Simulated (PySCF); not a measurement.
**Ni²⁺: excitation energy**

Ni²⁺ [Ar] 3d8 (3F) → Ni²⁺ [Ar] 3d7 4s1 (5F), as a difference of total energies. Calculation: PySCF 2.14, in aug-cc-pVDZ; no relativity, point nucleus. Correlated levels: valence: [Ar] frozen. The calculations carry no spin-orbit coupling.

| method | excitation energy (cm⁻¹) |
| --- | --- |
| UHF | 47407 |
| MP2 (valence) | 59562 |
| SCS-MP2 (valence) | 60253 |
| CCSD (valence) | 57293 |
| CCSD(T) (valence) | 57500 |
